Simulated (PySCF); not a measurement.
CHS, SMILES [CH][S] (connectivity only; charge and spin as stated), neutral, multiplicity 2. Atoms are numbered in the order given.

```xyz
3

C     -0.1459    -1.0413     0.0000
S      0.0189     0.5066     0.0000
H      0.5730    -1.8584     0.0000
```
Charge 0, spin multiplicity 2.

Geometry: B3LYP-D3(BJ)/def2-TZVPD.

Level of theory: M06-2X/def2-TZVPD (PySCF).

Mulliken values depend strongly on the basis, most of all with diffuse functions as here. ESP charges are fitted to the potential on shells at 1.4 to 2.0 van der Waals radii. Atomic charges (e):

```
atom  ESP fit  Mulliken  Mulliken spin
----  -------  --------  -------------
C1          ?     -0.06           0.67
S2          ?     -0.14           0.33
H3          ?      0.20           0.00
```

Task: Some entries are withheld; supply them. (An estimate is asked for; the answer gives what the named calculation found.)

Result: 
- C1, ESP fit: -0.30
- S2, ESP fit: 0.06
- H3, ESP fit: 0.24
